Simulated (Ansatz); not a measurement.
Computed with Ansatz on PBE0-D4/def2-TZVP structures; ΔE is electronic, products minus reactants. CCSD(T)/CBS is the MP2 limit (def2-TZVPP, def2-QZVPP) plus CCSD(T) − MP2 in def2-TZVPP, frozen cores. Functionals use def2-TZVPP. B3LYP here is the variant with VWN-RPA as its local correlation; programs differ in this. Each species was taken in one conformer, which may not be the lowest.

`[BH2][AlH][OH]` + `BCN[SiH3]` → `B[CH2][AlH][OH]` + `BN[SiH3]`  (redistribution)

`[BH2][AlH][OH]`:

```xyz
7

B    -0.063   -1.528   -0.096
Al   -0.337    0.573   -0.005
O     1.068    1.512    0.211
H    -0.103   -2.230    0.876
H     0.123   -2.114   -1.127
H    -1.741    1.321   -0.122
H     1.053    2.466    0.264
```

`BCN[SiH3]`:

Cartesian coordinates in Å:
```
B 2.079 0.711 0.116
C 0.727 0.206 -0.435
N -0.305 -0.146 0.511
Si -1.882 -0.662 0.084
H 2.963 0.943 -0.656
H 2.252 0.906 1.287
H 0.936 -0.626 -1.128
H 0.416 1.022 -1.123
H -0.111 0.126 1.459
H -2.604 -0.962 1.347
H -2.654 0.358 -0.688
H -1.818 -1.877 -0.775
```

`B[CH2][AlH][OH]`:

Cartesian coordinates in Å:
```
B 1.279 0.993 -0.334
C 0.864 -0.085 0.637
Al -0.798 -0.762 -0.182
O -2.223 0.040 0.255
H 0.899 2.122 -0.198
H 1.917 0.718 -1.314
H 0.525 0.230 1.628
H 1.472 -0.995 0.663
H -0.842 -2.036 -1.118
H -3.093 -0.224 -0.038
```

`BN[SiH3]`:

Z-matrix (Å, degrees):
```
Si
N 1 1.745
H 1 1.487 2 110.4
H 1 1.480 2 107.6 3 -120.5
H 1 1.487 2 110.4 3 119.0
B 2 1.399 1 126.7 3 120.4
H 2 1.011 1 116.7 3 -59.6
H 6 1.198 2 119.6 1 -180.0
H 6 1.198 2 119.0 1 -0.0
```

**Question.** Is it downhill or uphill in electronic energy at CCSD(T)/CBS, and by how much? (An estimate is asked.)

**Answer.** Computed: Downhill: ΔE = -298.9 kJ/mol.

**Question.** What do these levels give: BLYP-D4, CAM-B3LYP-D4, B3LYP, r2SCANh, r2SCAN0, SCS-MP2/def2-QZVPP? (An estimate is asked.)

**Answer.** The calculation gave: BLYP-D4 -297.2, CAM-B3LYP-D4 -296.5, B3LYP -295.9, r2SCANh -305.6, r2SCAN0 -304.0, SCS-MP2/def2-QZVPP -301.1 kJ/mol.

**Question.** What do rigid-rotor, harmonic-oscillator terms from PBE0-D4/def2-TZVP frequencies (298.15 K, 1 bar) make of the CCSD(T)/CBS value? (Estimate.)

**Answer.** The calculation gave: ΔZPE = +9.0 kJ/mol, ΔH = -292.4 kJ/mol, ΔS = -15 J/(mol·K), ΔG = -288.1 kJ/mol. Modes under 50 cm⁻¹ make the entropy rough.

Largest T1 diagnostic among the species: 0.013.

From BLYP to BHLYP (50 % exact exchange), in def2-TZVPP and without D4, ΔE moves by +3.3 kJ/mol. At CCSD(T), def2-SVP lies −3.6 kJ/mol from the extrapolated value and def2-TZVPP −0.6 kJ/mol. In def2-TZVPP, CCSD(T) changes the Hartree–Fock value by −22.9 kJ/mol (the triples alone add −5.4 kJ/mol) and MP2 by −35.3 kJ/mol.
